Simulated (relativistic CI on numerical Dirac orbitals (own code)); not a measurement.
How well does a small relativistic CI reproduce Se?

Calculated at this level of theory: Dirac-Coulomb-Breit CI, separate exchange-only KLI orbitals for each configuration, model QED (radiative potential, 1s self-energy scaled to tabulated hydrogen-like ionisation energies), valence Slater integrals scaled by 0.85, P86 correlation estimate, and configurations built on the next ion tied to the tabulated ionisation energy (semi-empirical) (own radial code, finite nucleus).

Configurations in the expansion (outside the closed core [Ar] 3d10): 4s²4p⁴, 4s²4p³5s, 4s²4p³5p, 4s²4p³4d, 4s²4p³6p, 4s²4p³5d, 4s²4p³6s, 4s²4p³4f, 4s²4p³5f, 4s4p⁵, 4s²4p²4d², 4s²4p³6d, 4s²4p³5g, 4s²4p³6f. Levels of other configurations are missing.

| Configuration | Term (tabulated) | J | Measured (cm⁻¹) | Computed | Error | Purity (%) |
| --- | --- | --- | --- | --- | --- | --- |
| 4s²4p⁴ | 3P | 2 | 0.0 | 0 | 0 | 98 |
| 4s²4p⁴ | 3P | 1 | 1989.5 | 1961 | -28 | 99 |
| 4s²4p⁴ | 3P | 0 | 2534.4 | 2524 | -10 | 98 |
| 4s²4p⁴ | 1D | 2 | 9576.1 | 10310 | 734 | 98 |
| 4s²4p⁴ | 1S | 0 | 22446.2 | 23382 | 936 | 97 |
| 4s²4p³5s | 5S° | 2 | 48182.4 | 48438 | 256 | 99 |
| 4s²4p³5s | 3S° | 1 | 50997.2 | 51594 | 597 | 98 |
| 4s²4p³5p | 5P | 1 | 59243.0 | 58689 | -554 | 99 |
| 4s²4p³5p | 5P | 2 | 59288.0 | 58730 | -558 | 98 |
| 4s²4p³5p | 5P | 3 | 59391.5 | 58813 | -579 | 99 |
| 4s²4p³5p | 3P | 1 | 60622.5 | 60060 | -562 | 98 |
| 4s²4p³5p | 3P | 2 | 60677.6 | 60105 | -573 | 98 |
| 4s²4p³5p | 3P | 0 | 60696.2 | 60115 | -581 | 99 |
| 4s²4p³5s | 3D° | 1 | 61681.5 | 63148 | 1466 | 87 |
| 4s²4p³5s | 3D° | 2 | 61828.7 | 63273 | 1444 | 77 |
| 4s²4p³5s | 3D° | 3 | 62247.8 | 63739 | 1492 | 82 |
| 4s²4p³4d | 5D° | 4 | 63370.2 | 63480 | 109 | 97 |
| 4s²4p³4d | 5D° | 2 | 63373.4 | 63530 | 157 | 85 |
| 4s²4p³4d | 5D° | 0 | 63381.1 | 63504 | 123 | 97 |
| 4s²4p³4d | 5D° | 1 | 63383.0 | 63511 | 128 | 95 |
| 4s²4p³4d | 5D° | 3 | 63387.6 | 63456 | 68 | 85 |
| 4s²4p³5s | 1D° | 2 | 63479.5 | 65053 | 1573 | 80 |
| 4s²4p³4d | 3D° | 2 | 65278.2 | 65601 | 322 | 75 |
| 4s²4p³4d | 3D° | 1 | 65299.8 | 65551 | 252 | 89 |
| 4s²4p³4d | 3D° | 3 | 65340.0 | 65589 | 249 | 89 |
| 4s²4p³6p | 5P | 1 | 69263.5 | 69231 | -32 | 98 |
| 4s²4p³6p | 5P | 2 | 69277.8 | 69245 | -32 | 98 |
| 4s²4p³6p | 5P | 3 | 69314.6 | 69274 | -40 | 99 |
| 4s²4p³5s | 1P° | 1 | 72568.7 | 74535 | 1966 | 68 |

Measured levels from NIST Handbook of Basic Atomic Spectroscopic Data (Sansonetti and Martin, J. Phys. Chem. Ref. Data 34, 1559 (2005)); pairs were made by configuration, J and term (by order where the table uses no LS term), so strongly mixed levels may be paired wrongly.

Mean error by configuration (cm⁻¹): 4s²4p⁴ 408; 4s²4p³5s 1256; 4s²4p³5p -568; 4s²4p³4d 176; 4s²4p³6p -35. Over the excited levels the mean absolute error is 551 cm⁻¹ (28 of the 28 excited levels that our extract of the source holds in range could be paired), and the median relative error of those above 1,000 cm⁻¹ is 0.93 %.

Transition probabilities of persistent lines. The last column rescales the computed rate by the cube of measured over computed energy:

| λ measured (Å) | Lower | Upper | A tabulated (s⁻¹) | A computed | A rescaled |
| --- | --- | --- | --- | --- | --- |
| 1960.89 vacuum | 4s²4p⁴ ³P2 | 4s²4p³5s ³S°1 | 2.13e+08 | 3.75e+08 | 3.62e+08 |
| 2039.84 air | 4s²4p⁴ ³P1 | 4s²4p³5s ³S°1 | 9.80e+07 | 1.86e+08 | 1.79e+08 |
| 2062.78 air | 4s²4p⁴ ³P0 | 4s²4p³5s ³S°1 | 3.30e+07 | 6.28e+07 | 6.05e+07 |
| 2074.78 air | 4s²4p⁴ ³P2 | 4s²4p³5s ⁵S°2 | 1.70e+06 | 1.49e+06 | 1.46e+06 |
| 2164.19 air | 4s²4p⁴ ³P1 | 4s²4p³5s ⁵S°2 | 3.20e+05 | 2.73e+05 | 2.68e+05 |
